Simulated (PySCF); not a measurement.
## Where the electron goes

C₅H₈B₂S.
SMILES with atom numbers: `[CH3:1][S:2][B:3]1[CH:4]=[CH:5][BH:6][CH:7]=[CH:8]1` (hydrogens: H9, H10, H11 on C1; H12 on C4; H13 on C5; H14 on B6; H15 on C7; H16 on C8)

Geometry (PBE0-D3(BJ)/def2-SVP, Å), atoms numbered from 1 in this order:
```xyz
16
C5H8B2S angstrom
C      3.004    0.246   -0.621
S      1.943   -1.165   -0.205
B      0.286   -0.533   -0.062
C     -0.804   -1.601    0.295
C     -2.094   -1.218    0.449
B     -2.494    0.281    0.289
C     -1.401    1.337   -0.089
C     -0.110    0.966   -0.260
H      2.972    1.007    0.170
H      2.708    0.691   -1.580
H      4.030   -0.136   -0.707
H     -0.529   -2.657    0.421
H     -2.849   -1.975    0.699
H     -3.641    0.633    0.459
H     -1.672    2.394   -0.220
H      0.636    1.727   -0.524
```

Method used: TDDFT PBE0/def2-SVPD, vertical, gas phase, core orbitals frozen in the response (PySCF).

Kohn–Sham orbitals with the atoms that hold most of them (Löwdin shares over 4%, at most four atoms; ? is withheld):

| orbital | ε (eV) | atoms |
| --- | --- | --- |
| LUMO+2 | 0.25 | S2 34%, B3 16%, C1 15%, H10 8% |
| LUMO+1 | -0.02 | C4 20%, C7 19%, C5 18%, C8 17% |
| LUMO | -3.17 | ? |
| HOMO | ? | S2 26%, C5 23%, C4 20%, B3 7% |
| HOMO-1 | -7.68 | ? |
| HOMO-2 | -8.11 | C7 13%, B3 12%, B6 12%, C8 12% |
| HOMO-3 | -8.79 | S2 43%, B3 14%, C1 7%, C8 6% |

(1) Give the leading atoms of the HOMO-1.

(2) Give the leading atoms of the LUMO.

(3) What is the HOMO energy, and the HOMO–LUMO gap?

Answers

(1) S2 (bonded to B and C) 29%; C7 (bonded to B, C and H) 21%; C8 (bonded to B, C and H) 18%; B3 (bonded to 2 C and S) 9%. By element: carbon 39% or more, sulfur 29%, boron 9% or more.

(2) B6 (bonded to 2 C and H) 20%; B3 (bonded to 2 C and S) 13%; C7 (bonded to B, C and H) 12%; C8 (bonded to B, C and H) 12%. By element: boron 33%, carbon 25% or more.

(3) ε(HOMO) = -7.54 eV; the gap is 4.37 eV (0.1605 hartree).

Question: The HOMO–LUMO gap is 4.37 eV. Where does the response calculation put the lowest singlet, and from which orbitals?

Answer: S1 is at 3.28 eV (f = 0.0035), 1.08 eV below the gap, made of HOMO→LUMO (64%), HOMO-1→LUMO (36%). Without the coupling terms of the response equations the lowest excitation would equal the gap.

Next come S2 at 3.43 eV (f 0.0000), HOMO-2→LUMO (98%); S3 at 3.97 eV (f 0.298), HOMO-1→LUMO (63%), HOMO→LUMO (35%); S4 at 4.20 eV (f 0.0003), HOMO-4→LUMO (49%), HOMO-3→LUMO (49%); S5 at 4.35 eV (f 0.0010), HOMO-4→LUMO (49%), HOMO-3→LUMO (48%).

One conformer stands for the species.
